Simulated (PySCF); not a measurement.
Species: C₅H₉BF₂.
Geometry (PBE0-D3(BJ)/def2-SVP, Å), atoms numbered from 1 in this order:
```
atom  x, y, z in Å
C1    -0.9208   -0.0402   -1.2931
C2    -0.8894    0.0854    0.0399
C3    -2.0344    0.6790    0.8044
C4     0.2811   -0.3442    0.8849
C5     1.4982   -0.8488    0.1173
B6     2.0998    0.2272   -0.8448
F7     2.2199    1.4920   -0.4714
F8     2.5644   -0.0731   -2.0478
H9    -0.1040   -0.4857   -1.8672
H10   -1.7857    0.2987   -1.8692
H11   -1.7067    1.5625    1.3775
H12   -2.8573    0.9827    0.1430
H13   -2.4304   -0.0424    1.5391
H14    0.5739    0.5161    1.5132
H15   -0.0695   -1.1110    1.5998
H16    1.2707   -1.7697   -0.4416
H17    2.2937   -1.1185    0.8357
```

Linear response at wB97X-D/def2-SVPD (PySCF, frozen core in the response, non-relativistic).

Static isotropic polarisability: 73.70 au (10.92 Å³), principal values 61.9, 76.1, 83.1 au.

Task: What is the polarisability at 1064 nm and at the sodium D line?

Result: 74.25 au at 1064 nm (+0.8 %), 75.57 au at 589.3 nm (+2.5 %). The rise at 589.3 nm is 3.36 times that at 1064 nm; a pure ω² law gives 3.26. The lowest singlet lies at 176 nm, shorter than both wavelengths.

Task: What is the isotropic C6 coefficient between two such molecules, C6 = (3/π)∫α(iω)² dω?

Result: 2417 au (Eh·bohr⁶) by a ten-point quadrature over imaginary frequencies, which is 1440 eV·Å⁶ or 139 J·nm⁶/mol.

Task: Which effective excitation energy ω̄ makes London's formula C6 = (3/4)α²ω̄ exact here?

Result: ω̄ = 4·C6/(3α²) = 0.593 Eh = 16.1 eV. A one-pole form α(ω) = α/(1 − ω²/ω̄²) fitted to the 1064 nm value gives 13.5 eV. London's choice of the ionisation energy (9.42 eV, ΔSCF at the same level) gives C6 = 1410 au, 42 % too low.

Task: What n − 1 at the D line would an ideal gas of it have at 273.15 K and 1 atm (2.6868 × 10¹⁹ cm⁻³), by n − 1 = 2π·N·α′?

Result: 18.90 × 10⁻⁴, a formal value whether or not that pressure can be reached.

Task: How anisotropic is the static polarisability, by Δα² = ½[(α1 − α2)² + (α2 − α3)² + (α3 − α1)²]?

Result: Δα = 18.7 au, or 0.25 of the isotropic value.

Task: What three-body coefficient follows from the one-pole estimate C9 = (3/4)·α·C6?

Result: 134000 au. This is an estimate from the two numbers above, not a computed integral.

Task: What molar refraction at the D line follows from R = (4π/3)·N_A·α′, with α′ the polarisability volume?

Result: α′ = 11.20 Å³ gives R = 28.25 cm³/mol, for isolated, non-vibrating species.

One conformer stands for the species.

wB97X-D is run here without its empirical dispersion term; that term would change no orbital, density or response property at a fixed geometry.
